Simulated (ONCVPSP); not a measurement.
**Logarithmic derivatives: Pb (Z = 82), ONCV**

ONCVPSP 4.0.1 input, shortened (lines: element, Z, core and valence counts, functional; n l f; lmax; l rc ep ncon nbas qcut; lloc lpopt rc5 dvloc0; l nproj debl; icmod fcfact rcfact), Wu-Cohen, fully relativistic:

```
  Pb 82.00   10    5  -118130      upf
    1    0    2.00
    2    0    2.00
    2    1    6.00
    3    0    2.00
    3    1    6.00
    3    2   10.00
    4    0    2.00
    4    1    6.00
    4    2   10.00
    4    3   14.00
    5    0    2.00
    5    1    6.00
    5    2   10.00
    6    0    1.50
    6    1    2.50
    3
    0    1.35    0.00    4    8   10.60
    1    1.90    0.00    5    8    8.10
    2    1.70    0.00    3    7   11.20
    3    1.95    0.36    4    8    6.20
    4    5    1.00    0.00
    0    2    3.90
    1    2    1.00
    2    2    0.40
    3    3    2.80
    3    2.50    1.55
```

Open shells are filled in proportion to 2j + 1.

In the d channel the program set the typed energies aside and used -0.766, 0.250 Ha (j = l + 1/2; the other j can differ).

The phase is arctan(r·R′/R) of the radial function R(r), unwrapped; energies in Ha, scanned from -7 to 5 Ha. A pole is an energy at which the radial function vanishes at the test radius. The pseudo phase is shifted by a multiple of π to meet the all-electron one at the reference energy, and phase errors are pseudo minus all-electron; the curves can meet again beyond the range given. Levels narrower than the energy grid can be missing from the lists of poles.

For each channel, where are the poles, and over which energies does the pseudopotential scatter like the atom?

| channel | radius (bohr) | reference energy (Ha) | poles, all-electron | poles, pseudo | unbroken range about the reference energy with phases within 0.05 rad | phase error 1 Ha above the reference energy (rad) |
| --- | --- | --- | --- | --- | --- | --- |
| s | 1.37 | -0.46 | -4.61 | -4.61 | the whole range | -0.000 |
| p3/2 | 1.93 | -0.13 | -2.83, 4.00 | -2.83, 3.93 | the whole range | -0.001 |
| p1/2 | 1.93 | -0.19 | -3.72, 3.20 | -3.72, 3.17 | the whole range | -0.000 |
| d5/2 | 1.72 | -0.77 | 0.10 | 0.10 | the whole range | +0.000 |
| d3/2 | 1.72 | -0.86 | -0.08 | -0.08 | the whole range | +0.000 |
| f7/2 | 1.97 | 0.36 | 2.49 | 2.49 | the whole range | -0.000 |
| f5/2 | 1.97 | 0.36 | 2.46 | 2.46 | above -5.0 | -0.000 |

Phases in the f5/2 channel:

| E (Ha) | all-electron | pseudo |
| --- | --- | --- |
| -6.96 | 1.420 | 1.420 |
| -6.64 | 1.417 | 1.417 |
| -6.32 | 1.412 | 1.413 |
| -6.00 | 1.408 | 1.408 |
| -5.68 | 1.403 | 1.403 |
| -5.36 | 1.397 | 1.398 |
| -5.04 | 1.385 | 1.392 |
| -4.72 | 1.387 | 1.386 |
| -4.40 | 1.379 | 1.379 |
| -4.08 | 1.371 | 1.371 |
| -3.76 | 1.363 | 1.362 |
| -3.44 | 1.353 | 1.353 |
| -3.12 | 1.341 | 1.341 |
| -2.80 | 1.328 | 1.328 |
| -2.48 | 1.312 | 1.312 |
| -2.16 | 1.294 | 1.294 |
| -1.84 | 1.271 | 1.271 |
| -1.52 | 1.242 | 1.242 |
| -1.20 | 1.205 | 1.205 |
| -0.88 | 1.153 | 1.153 |
| -0.56 | 1.079 | 1.079 |
| -0.24 | 0.961 | 0.961 |
| 0.08 | 0.752 | 0.752 |
| 0.40 | 0.336 | 0.336 |
| 0.72 | -0.355 | -0.355 |
| 1.04 | -0.918 | -0.918 |
| 1.36 | -1.209 | -1.209 |
| 1.68 | -1.368 | -1.368 |
| 2.00 | -1.469 | -1.469 |
| 2.32 | -1.543 | -1.543 |
| 2.64 | -1.605 | -1.605 |
| 2.96 | -1.665 | -1.665 |
| 3.28 | -1.732 | -1.732 |
| 3.60 | -1.817 | -1.817 |
| 3.92 | -1.950 | -1.950 |
| 4.24 | -2.207 | -2.207 |
| 4.56 | -2.823 | -2.824 |
| 4.88 | -3.720 | -3.720 |
